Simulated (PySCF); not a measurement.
## HPrS, triplet: data card

Computed with UB3LYP in PySCF with Pr def2-SVP with ECP28, S def2-SVP, H def2-SVP; scalar-relativistic core potentials, no spin–orbit coupling; density-fitted integrals.

The structure is a minimum.

```xyz
3
charge 0 multiplicity 3, angstrom
Pr    0.3427    0.0000   -0.2613
S    -1.5632    0.0000    1.0944
H     2.0295    0.0000    0.9528
```

- Point group: Cs
- Bond lengths: Pr–H 2.078 Å, Pr–S 2.339 Å
- Bond angles: H–Pr–S 108.8°
- Principal polarisabilities: 38.0, 57.8, 94.6 bohr³
- Rotational constants: 4.386, 0.1172, 0.1142 cm⁻¹
- Heat capacity Cp at 298.15 K: 46.0 J/(mol K)
- Spin squared ⟨S²⟩: 2.015
- Dipole moment: 7.48 D
- Lowest empty level (α): -2.47 eV
- Zero-point energy: 12.8 kJ/mol
- Principal quadrupole moments (Buckingham, traceless) about the centre of mass: -15.03, 2.58, 12.45 D Å
- Enthalpy at 298.15 K above 0 K: 11.58 kJ/mol
- Entropy at 298.15 K and 1 bar (electronic part: spin only): 286.2 J/(mol K)
- Highest occupied level (α): -5.75 eV
- Rotational symmetry number: 1

Harmonic modes (masses in u: Pr 140.908, S 31.972, H 1.008):
| ω (cm⁻¹) | IR (km/mol) | μ (u) | type |
| --- | --- | --- | --- |
| 339 | 93.0 | 1.09 | bend |
| 467 | 127 | 14.82 | mixed |
| 1331 | 531 | 1.02 | stretch |

Charges (e):
```
atom  Mulliken  Löwdin  polar tensor  spin (Mulliken)  Mayer order to Pr1
 Pr1      0.70    0.33          1.34             2.12                   –
  S2     -0.41   -0.10         -0.82            -0.10                2.33
  H3     -0.29   -0.23         -0.52            -0.02                0.90
```

Mulliken populations on Pr1 (electrons outside its core potential): s 4.36, p 12.19, d 11.52, f 2.22.

Outer orbital energies (eV). α occupied: -23.73, -15.50, -7.42, -7.33, -6.53, -6.02, -5.91, -5.75; empty: -2.47, -2.14, -1.94, -1.68. β occupied: -23.74, -23.14, -22.92, -15.54, -6.53, -5.98, -5.97, -5.75; empty: -2.30, -1.11, -1.08, -0.95.

Formally Pr is in oxidation state +3, with 2 electrons left for the f, d and s shells; the Mulliken f population is 2.22 and the spin on Pr 2.12.

The spin densities have lower symmetry than the nuclear frame, so modes carry no symmetry labels. Only a few start shapes were tried, so a lower isomer may exist. With open d or f shells other occupations or spin states may lie lower. The pruned grid is coarse for the open f shell: energies are uncertain by about 2 kJ/mol and soft modes are noisy. No spin–orbit coupling is included, which matters more the heavier the element.

The final relaxation and frequency run took about 3 core-minutes on a shared host.
